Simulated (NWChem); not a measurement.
System: AlH₃S; SMILES [AlH2][SH]

The following NWChem deck was run.

```
start job
memory heap 200 mb stack 900 mb global 1100 mb
geometry units angstroms noautoz
  Al     0.138606    -1.155219     0.054463
  H      1.349849    -2.007715    -0.502614
  H     -1.299145    -1.734423     0.385028
  S      0.524938     0.972401     0.375561
  H     -0.720223     1.247508     0.823760
end
basis spherical
  * library def2-svp
end
dft
  xc hfexch
  iterations 150
  mulliken
end
task dft energy
```

Coordinates come from a PBE0/def2-SVP optimisation.

**Question.** What results follow from this input? (Hartree-Fock/def2-SVP.) Quantities: energy (Ha); highest occupied level (eV); orbital gap (eV); dipole (D).

**Answer.** 
| Item | Result |
|---|---|
| energy (Ha) | -641.02 |
| highest occupied level (eV) | -10.43 |
| orbital gap (eV) | 11.85 |
| dipole (D) | 1.31 |
